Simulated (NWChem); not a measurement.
System meant: CH3AlBrF; SMILES [CH3][Al]([Br])[F]

The following NWChem deck was run.

```
start job
memory heap 200 mb stack 900 mb global 1100 mb
geometry units angstroms noautosym nocenter noautoz
  Al     0.056831     0.922002    -0.039568
  F      1.544656     1.565509    -0.412863
  Br     0.030314    -1.283904     0.391803
  C     -1.510215     2.049199     0.003189
  H     -2.418312     1.492625     0.277351
  H     -1.672585     2.514870    -0.982717
  H     -1.372360     2.869115     0.726921
end
basis spherical
  * library 6-31g*
end
dft
  xc xtpss03 ctpss03
  iterations 150
end
property
  shielding
end
task dft property
```

End of the output:

```
 Vector   36  Occ=0.000000D+00  E= 4.114273D-02
              MO Center= -5.8D-02,  1.1D+00, -5.2D-02, r^2= 6.0D+00
   Bfn.  Coefficient  Atom+Function         Bfn.  Coefficient  Atom+Function
  ----- ------------  ---------------      ----- ------------  ---------------
    11      0.840234  1 Al px                12      0.708710  1 Al py
    46      0.467968  3 Br s                 80      0.418446  5 H  s
    24     -0.367303  2 F  s                 10     -0.307540  1 Al s
    48      0.288305  3 Br py                13     -0.277579  1 Al pz
    70      0.254690  4 C  s                  7      0.247710  1 Al px

 center of mass
 --------------
 x =   0.12971936 y =  -0.22079590 z =   0.30118933

 moments of inertia (a.u.)
 ------------------
        1000.498655867182          12.881180639421          45.894478866129
          12.881180639421         344.103673200443         181.173236024472
          45.894478866129         181.173236024472        1247.810007604886

     Multipole analysis of the density
     ---------------------------------

     L   x y z        total         alpha         beta         nuclear
     -   - - -        -----         -----         ----         -------
     0   0 0 0     -0.000000    -33.000000    -33.000000     66.000000

     1   1 0 0     -0.683727     -1.454109     -1.454109      2.224491
     1   0 1 0      0.552480     -0.017396     -0.017396      0.587272
     1   0 0 1      0.006999     -8.995038     -8.995038     17.997076

     2   2 0 0    -33.283607    -98.350345    -98.350345    163.417084
     2   1 1 0     -2.177877     15.408106     15.408106    -32.994090
     2   1 0 1      0.953323     10.130414     10.130414    -19.307505
     2   0 2 0    -31.755513   -252.965106   -252.965106    474.174698
     2   0 1 1      1.057924     43.078613     43.078613    -85.099303
     2   0 0 2    -29.326066    -29.837240    -29.837240     30.348415

          -----------------------------------------
          Chemical Shielding Tensors (GIAO, in ppm)
          -----------------------------------------

 ------------------------------------------------------------------------
  xtpss03: d2 not coded                    0
 ------------------------------------------------------------------------
 ------------------------------------------------------------------------
  current input line :
    22: task dft property
 ------------------------------------------------------------------------
 ------------------------------------------------------------------------
 This error has not yet been assigned to a category
 ------------------------------------------------------------------------
 For more information see the NWChem manual at https://nwchemgit.github.io

0: xtpss03: d2 not coded:Received an Error in Communication
```

Question: Find the fault in this run and fix the input.

Answer: The program stopped with an error. Cause: this functional's second derivatives, which shieldings need, aren't coded here; the fix takes a hybrid GGA instead. This input runs:
```
start job
memory heap 200 mb stack 900 mb global 1100 mb
geometry units angstroms noautosym nocenter noautoz
  Al     0.056831     0.922002    -0.039568
  F      1.544656     1.565509    -0.412863
  Br     0.030314    -1.283904     0.391803
  C     -1.510215     2.049199     0.003189
  H     -2.418312     1.492625     0.277351
  H     -1.672585     2.514870    -0.982717
  H     -1.372360     2.869115     0.726921
end
basis spherical
  * library 6-31g*
end
dft
  xc pbe0
  iterations 150
end
property
  shielding
end
task dft property
```
It converges to -2955.60801 Ha (PBE0/6-31G* (spherical d), GIAO).
